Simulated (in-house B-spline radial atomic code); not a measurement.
A fraction x of an electron is removed from 4s in Br VI (Br5+), starting from [Ar] 3d10 4s2 and keeping the highest spin. Computed with a radial B-spline atomic code at the basis-set limit: non-relativistic TPSS, spin-polarised, spherical fractional occupations, point nucleus.

```
   x  E(x) - E(0) (eV)  4s down level (eV)
   0            0.0000             -79.663
0.07            5.6079             -80.562
0.23           18.6615             -82.605
0.28           22.8076             -83.241
0.39           32.0411             -84.642
 0.5           41.4295             -86.059
 0.6           50.1009             -87.377
0.65           54.4866             -88.053
0.75           63.3613             -89.452
 0.9           76.9436             -91.655
   1           86.1776                   -
```

The exact functional would give a straight line between the two integer points. Deviations E(x) - E(0) - x[E(1) - E(0)], in eV: -0.425 at x = 0.07, -1.159 at x = 0.23, -1.322 at x = 0.28, -1.568 at x = 0.39, -1.659 at x = 0.5, -1.606 at x = 0.6, -1.529 at x = 0.65, -1.272 at x = 0.75, -0.616 at x = 0.9.

The curve lies below the straight line by up to 1.659 eV (at x = 0.5): convex, the delocalisation error that favours fractional charges.

**Question.** How well does Slater's transition state (minus the level at half occupation) give the ionisation energy?

**Answer.** It gives 86.059 eV against 86.178 eV from the two total energies; NIST lists 87.39 eV, ground level to ground level.
